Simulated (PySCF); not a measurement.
Ga(Me)2(NH2) (C₂H₈GaN), SMILES [CH3][Ga]([CH3])[NH2]. Atoms are numbered in the order given.

```xyz
12

Ga     0.0000     0.0000    -0.0062
C      1.7628     0.0000    -0.9007
H      1.8682     0.8875    -1.5468
H      1.8682    -0.8875    -1.5468
H      2.5910     0.0000    -0.1750
C     -1.7628     0.0000    -0.9007
H     -1.8682     0.8875    -1.5468
H     -2.5910     0.0000    -0.1750
H     -1.8682    -0.8875    -1.5468
N      0.0000     0.0000     1.8206
H     -0.8374     0.0000     2.3968
H      0.8374     0.0000     2.3968
```
Charge 0, spin multiplicity 1.

Geometry optimised at TPSSh-D3(BJ)/def2-SVP. The isomer is the one that the SMILES or the coordinates give; other isomers of the formula were not compared. One conformer was computed; it need not be the lowest.

Two levels are set side by side: PBE/pcSseg-1 (PySCF) and KT2/pcSseg-1 (PySCF). GIAO shifts against NH3 (¹⁵N), TMS (¹H), TMS (¹³C) at the same level; non-relativistic, no solvent, atoms listed together averaged. Differences are taken from unrounded values.

```csv
quantity,KT2
"δ(¹³C) of C2, C6 (ppm)",-4.0
"δ(¹H) of H3, H4, H5, H7, H8, H9 (ppm)",0.26
δ(¹⁵N) of N10 (ppm),77.0
"δ(¹H) of H11, H12 (ppm)",2.72
```

Problem. What does PBE give, and how far is it from KT2? (An estimate is asked for; the answer gives what the named calculation found.)

Solution. 
```json
[
 {"quantity": "δ(¹³C) of C2, C6 (ppm)", "PBE": "-4.0", "PBE minus KT2": "0.0"},
 {"quantity": "δ(¹H) of H3, H4, H5, H7, H8, H9 (ppm)", "PBE": "0.27", "PBE minus KT2": "0.01"},
 {"quantity": "δ(¹⁵N) of N10 (ppm)", "PBE": "79.2", "PBE minus KT2": "2.2"},
 {"quantity": "δ(¹H) of H11, H12 (ppm)", "PBE": "2.62", "PBE minus KT2": "-0.10"}
]
```

Rough cost on one machine, each run with all the roots and properties that it gave: KT2 against PBE within a factor of 2.
